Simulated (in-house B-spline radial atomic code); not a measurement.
A run on Xe (an excited or competing configuration) that did not converge. Method: scalar-relativistic (X2C) OLYP, spin-polarised, spherical fractional occupations, Fermi nucleus of rms radius 4.7859 fm; computed with an all-electron radial atomic-structure program (B-spline basis).

Command:
```bash
python run_scf.py task.json out
```
Settings (nuclear radius in fm, mass in u):
```
Z                54
configuration    [Ar] 3d10 4s2 4p5 4d10 5s2 5p6 5f1
hamiltonian      x2c
method           optx,lyp
spin_polarised   True
nucleus          fermi
rms_radius       4.7859
atomic_mass      131.90416
speed_of_light   137.035999084
```

First and last ten iterations of the last attempt (damped for 15 steps, keeping 80 % of the old Fock matrix, then DIIS):
```
 iter        energy (Eh)    residual
    1       -7437.652959    4.68e-01
    2       -7439.279536    3.43e-01
    3       -7441.683093    2.14e-01
    4       -7442.672981    1.34e-01
    5       -7443.087489    8.54e-02
    6       -7443.263552    5.41e-02
    7       -7443.332391    3.48e-02
    8       -7443.354062    2.23e-02
    9       -7443.371154    1.39e-02
   10       -7443.376182    9.47e-03
  111       -7443.380728    1.07e-04
  112       -7443.380726    1.04e-04
  113       -7443.380676    1.59e-04
  114       -7443.380708    1.24e-04
  115       -7443.380697    1.35e-04
  116       -7443.380685    1.12e-04
  117       -7443.380737    1.16e-04
  118       -7443.380733    1.26e-04
  119       -7443.380636    2.07e-04
  120       -7443.380719    8.51e-05
 not converged after 120 iterations
```

The smallest residual met was 2.7e-05; the threshold is about 5e-07. No energy from this run should be used. Cost of the run: 5.3 s on 1 thread of Arm Neoverse V2, with other jobs on the host.
